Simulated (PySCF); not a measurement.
# UHF on Cr (chromium, neutral)

Configuration: [Ar] 3d4 4s1 5s1, high-spin 7D determinant (an excited configuration). Calculation: PySCF 2.14, in aug-cc-pVDZ; no relativity, point nucleus.

| Quantity | Value |
| --- | --- |
| Total energy | -1043.184308 hartree |
| One-electron energy | -1431.3145 hartree |
| Hartree (Coulomb) energy | 435.5991 hartree |
| Exchange energy | -47.4689 hartree |
| Kinetic energy | 1043.04649 hartree |
| ⟨S²⟩ | 12.0011 |
| ⟨L²⟩ | 6.017 |
| Sum of ⟨r⟩ | 26.63 bohr |
| Sum of ⟨r²⟩ | 113.5 bohr² |
| Traceless quadrupole moment −½Σ⟨3z² − r²⟩ along its main axis | 0.151 e·bohr² |
| Density at the nucleus (Gaussians lack the cusp) | 9270 bohr⁻³ |
| Spin density at the nucleus | 4.02 bohr⁻³ |
| Langevin diamagnetic susceptibility | -89.9 ×10⁻⁶ cm³/mol |

```tsv
shell	electrons	mean orbital energy (eV)	spread (eV)	rms radius, mean of both spins (bohr)
1s α	1	-6007.2	0	0.0743
1s β	1	-6007.1	0	0.0743
2s α	1	-725.21	0	0.319
2s β	1	-722.48	0	0.319
2p α	3	-614.33	0.036	0.288
2p β	3	-611.70	0.784	0.288
3s α	1	-103.78	0	0.971
3s β	1	-95.177	0	0.971
3p α	3	-70.579	1.274	1.05
3p β	3	-60.378	1.956	1.05
3d α	4	-19.938	1.696	1.37
4s α	1	-10.940	0	3.22
5s α	1	-2.312	0	9.29
```

The outer electron is Rydberg-like, and this basis confines it to a smaller radius and binds it less than a complete one would.

Spin-orbit constants ζ (cm⁻¹) from the X2C one-electron operator on these orbitals (non-relativistic here): bare nucleus, nucleus screened by l(l+1)(2l+1)/3 electrons, and screened by the Breit-Pauli mean field of the electrons.

```json
{"shell": "2p", "bare": "47760", "screened nucleus": "43780", "mean field": "41920"}
{"shell": "3p", "bare": "5459", "screened nucleus": "5004", "mean field": "4755"}
{"shell": "3d", "bare": "483.3", "screened nucleus": "281.9", "mean field": "250.0"}
```

To first order the Landé constant is A = 41.66 cm⁻¹, so the lowest level has J = 1 and lies 0.0413 eV below the centre of the term. This holds in LS coupling only.
